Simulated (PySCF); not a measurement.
# Relaxation of singlet IrO₄⁻

All numbers come from PySCF, PBE, basis Ir def2-SVPD with ECP60, O def2-SVPD (scalar-relativistic core potentials, no spin–orbit coupling, density fitting). A (50,194) grid was used.

A start displaced from a saddle point along its imaginary mode, of D2d symmetry, held to at least that symmetry:

Coordinates in bohr (charge -1 multiplicity 1):
```
Ir    0.0000    0.0000    0.0000
O     3.3944    0.0000    0.2268
O     0.0000    3.3944   -0.2268
O    -3.3944    0.0000    0.2268
O     0.0000   -3.3944   -0.2268
```

What does it relax to?

It ends at D2d with Ir–O 1.782 Å (×4); O–Ir–O 98.6° (×4), O–Ir–O 134.5° (×2). A frequency run shows a minimum. Other isomers or separated fragments may lie lower.

How much energy is released, and in how many steps?

68.5 kJ/mol in 9 steps.

Spin–orbit coupling, left out here, can matter for elements this heavy.

The relaxation took about 100 core-seconds on a shared host.
